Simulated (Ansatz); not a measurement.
Species: CTe$_{2}$, net charge 0, singlet state. SMILES: [Te]=C=[Te]
Structure (B3LYP-D3(BJ)/def2-TZVP (Ansatz, a program for electronic structure) minimum search):
```
C
Te 1 1.9033
Te 1 1.9033 2 180.00
```
Charge 0, spin multiplicity 1.

**Question.** Give the harmonic wavenumbers at B3LYP-D3(BJ)/def2-TZVP (Ansatz, finite differences of forces, unscaled).

**Answer.** 252, 252, 257, 1129 cm⁻¹. Zero-point energy 2.7 kcal/mol.

**Question.** From these and the geometry, give the ideal-gas thermochemistry at 298.15 K and 1 atm (rigid rotor, harmonic oscillator).

**Answer.** Point group D∞h, rotational symmetry number 2. Rotational constants 0.5467, 0.5467 GHz. S(trans) 42.65, S(rot) 19.17, S(vib) 5.18, S(elec, spin only) 0.00, S 67.0 cal/(mol K). H(298) - H(0) 2.99 kcal/mol; G - E(el) -14.3 kcal/mol.
